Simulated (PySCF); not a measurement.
C2H8O2Si2, SMILES C[C@H]1O[Si@H](O)[SiH2]1.

Geometry optimised at ωB97X-D3(BJ)/def2-SVP. The structure was generated by enumeration; whether it is a known compound was not checked. The values are those of a single conformer.

Two levels are set side by side: PBE/def2-TZVP (PySCF) and r2SCAN/def2-TZVP (PySCF). Same geometry, gas phase. Differences are taken from unrounded values.

```tsv
quantity	PBE
orbital gap (eV)	5.04
highest occupied level (eV)	-6.19
lowest empty level (eV)	-1.15
dipole moment (D)	1.82
mean polarisability (bohr³)	85.7
```

Task: These are the PBE values. What does r2SCAN give? (Estimate from the structure and the level; the computed values follow.)

Result: 
```tsv
quantity	r2SCAN	PBE minus r2SCAN
orbital gap (eV)	5.57	-0.53
highest occupied level (eV)	-6.44	0.25
lowest empty level (eV)	-0.87	-0.28
dipole moment (D)	1.92	-0.09
mean polarisability (bohr³)	83.1	2.6
```

Rough cost on one machine, each run with all the roots and properties that it gave: r2SCAN against PBE about 3 times.
